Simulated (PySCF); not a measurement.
Work out the structure from these simulated measurements.

Formula: C7H5F3P2.

| Property | Result |
| --- | --- |
| Rotational structure | rotational constants A, B, C: 1.405, 0.478, 0.380 GHz [GFN2-xTB] |
| 1H NMR | chemical shifts (computed TMS as zero) by class: 9.45 (1 H), 8.96 (1 H), 7.58 (1 H), 6.69 (1 H), 5.91 (1 H) ppm [GIAO PBE0/pcSseg-1] |
| Dipole | 4.60 D [PBE0/pcSseg-1] |
| NMR, other nuclei | isotropic shieldings of nuclei other than C and H, by class: 234 (3 F), 40 (1 P), 49 (1 P) ppm [GIAO PBE0/pcSseg-1] |
| 13C NMR | chemical shifts (computed TMS as zero) by class: 204.7 (1 C), 174.0 (1 C), 162.5 (1 C), 147.1 (1 C), 136.8 (1 C), 132.7 (1 C), 119.5 (1 C) ppm [GIAO PBE0/pcSseg-1] |

Electronic properties: PySCF, gas phase, density fitting. Levels stand in brackets. Geometry: GFN2-xTB, one conformer, isolated molecule. NMR values are class means; diastereotopic atoms form classes of their own.

Task: Give a SMILES that accounts for the data.

Result: Numbering: `[CH2:1]=[CH:2][c:3]1[cH:4][cH:5][p:6][c:7]([C:8]([F:9])([F:10])[F:11])[p:12]1`. 7 carbons fall into 7 classes; from least to most shielded: substituted aromatic carbon [C7] (204.7 ppm), substituted aromatic carbon [C3] (174.0 ppm), aromatic CH carbon [C5] (162.5 ppm), alkene CH carbon [C2] (147.1 ppm), CF3 carbon [C8] (136.8 ppm), aromatic CH carbon [C4] (132.7 ppm), terminal =CH2 carbon [C1] (119.5 ppm). Hydrogen classes from least to most shielded: 1 H on an aromatic CH carbon, C5 (9.45 ppm), 1 H on an aromatic CH carbon, C4 (8.96 ppm), 1 H on an alkene CH carbon, C2 (7.58 ppm), 1 H on a terminal =CH2 carbon, C1 (6.69 ppm), 1 H on a terminal =CH2 carbon, C1 (5.91 ppm). The other shieldings belong to: 234 ppm, fluorine of a CF3 group [F9/F10/F11]; 40 ppm, phosphorus bonded to 2 C [P12]; 49 ppm, phosphorus bonded to 2 C [P6]. The optimised geometry has point group C1 and is an asymmetric top. Structure: `c1(C(F)(F)F)pccc(C=C)p1`. Computed isomers that give other values at the same levels: `C=Cc1cpcc(C(F)(F)F)p1` (13C chemical shifts (computed TMS as zero) by class: 177.5 (1 C), 173.5 (1 C), 165.4 (1 C), 160.5 (1 C), 145.9 (1 C), 134.5 (1 C), 120.8 (1 C) ppm). The assignments are read from this structure; whether some other isomer fits the data as well wasn't checked.

Conformer computed: `[CH2:1]=[CH:2][c:3]1[cH:4][cH:5][p:6][c:7]([C:8]([F:9])([F:10])[F:11])[p:12]1`: C1–C2–C3–C4 -3°, P6–C7–C8–F9 84°.
